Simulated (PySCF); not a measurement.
# BP86 on Cs (caesium, neutral)

Configuration: [Xe] 6s1, 2S determinant. All numbers are calculated (PySCF 2.14, scalar relativity by spin-free X2C-1e, in x2c-QZVPPall (16s10p8d5f2g, 139 functions)).

* Total energy: -7787.05 hartree
* One-electron energy: -10644.24 hartree
* Hartree (Coulomb) energy: 3052.52 hartree
* Exchange-correlation energy: -195.33 hartree
* ⟨S²⟩: 0.7502
* ⟨L²⟩: 0.000
* Sum of ⟨r⟩: 41.70 bohr
* Sum of ⟨r²⟩: 85.97 bohr²
* Langevin diamagnetic susceptibility: -68.1 ×10⁻⁶ cm³/mol

```tsv
shell	electrons	mean orbital energy (hartree)	rms radius, mean of both spins (bohr)
1s α	1	-1313.03656	0.0298
1s β	1	-1313.03639	0.0298
2s α	1	-205.97873	0.121
2s β	1	-205.97863	0.121
2p α	3	-184.95608	0.108
2p β	3	-184.95600	0.108
3s α	1	-42.83818	0.320
3s β	1	-42.83805	0.320
3p α	3	-36.05228	0.319
3p β	3	-36.05214	0.319
3d α	5	-26.00339	0.297
3d β	5	-26.00327	0.297
4s α	1	-8.08370	0.738
4s β	1	-8.08343	0.738
4p α	3	-5.90927	0.789
4p β	3	-5.90896	0.789
4d α	5	-2.72729	0.903
4d β	5	-2.72686	0.903
5s α	1	-0.98317	1.85
5s β	1	-0.98198	1.85
5p α	3	-0.49912	2.23
5p β	3	-0.49651	2.23
6s α	1	-0.08823	5.87
```

Spin-orbit coupling, which splits the p, d and f shells strongly at this Z, is absent.

Densities and radii are taken from the X2C orbitals without a picture-change correction, which distorts them close to the nucleus.
